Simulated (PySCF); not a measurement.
Structure revision by computed shifts

A compound C3H10F2OSi2 gives the data below (simulated from a calculation) and was assigned the structure `CC([SiH3])([SiH3])OC(F)F`.

$^{13}$C{$^{1}$H} NMR (computed): δ 71.9 (CH), 26.0 (CH3, 2C).

$^{1}$H NMR (300 MHz, computed): δ 5.53 (m, 1H), 5.19 (m, 2H), 3.74 (sept, 1H), 1.21 (d, 6H).

Computational details: shielding tensors at PBE0/pcSseg-1 (GIAO), coordinates at the GFN2-xTB level, in PySCF (equivalent nuclei averaged, non-relativistic Hamiltonian, gas phase, single conformer).

Chemical shifts δ = σref − σ; TMS for $^{1}$H (31.72 ppm), $^{13}$C (186.93 ppm), all at this level.

Task: Compare with the shifts computed for the proposed structure, pairing carbons in order of shift.

Result: Structure with atom numbers: `[CH3:1][C:2]([SiH3:3])([SiH3:4])[O:5][CH:6]([F:7])[F:8]`; H(Xn) means a hydrogen on atom n.

```
atom  computed for proposal  given list  difference
  C6                  122.6        71.9       +50.7
  C2                   65.1        26.0       +39.1
  C1                   21.3        26.0        -4.7
```

The rms difference is 37.1 ppm and the largest +50.7 ppm at C6 (sp3 CH bonded to 2 F and O). The proposal also would give 3 carbon signals, not 2. The carbon types in order of shift don't match either: CH, C, CH3 for the proposal against CH, CH3, CH3 in the data. The proposal doesn't fit.

Task: Which isomer fits?

Result: `InChI=1S/C3H10F2OSi2/c1-3(2)6-7-8(4)5/h3,8H,7H2,1-2H3`.

- Carbon types of the structure: 1 × CH, 2 × CH3, leaving 3 H on heteroatoms.
- δC 71.9: sp3 CH bonded to O; pulled downfield by the heteroatom.
- δC 26.0: methyl carbon; a saturated carbon with 1 carbon neighbour and no heteroatom attached.
- δH 5.53: hydrogen on a silicon bonded to 2 F, Si.
- δH 3.74: hydrogen on an sp3 CH bonded to O; its carbon carries O, which withdraws density.

The shifts were computed for this structure.

Splittings by $^{19}$F in the carbon and heteronuclear signals aren't shown, as no couplings were computed. Shifts are as computed. Against solution values, carbons near 30 ppm lie about +3 ppm off and those near 130 ppm about +5 ppm. Of 1211 compounds with measured shifts, 218 miss one by over three times the rms of a fit or turn the order of signals round; such compounds aren't used in these exercises. No couplings were computed; multiplicities are counted from neighbouring protons, with m where these are inequivalent, close in shift, in a saturated or five-membered ring or joined by F or P, and br s for small geminal =CH2 splittings.
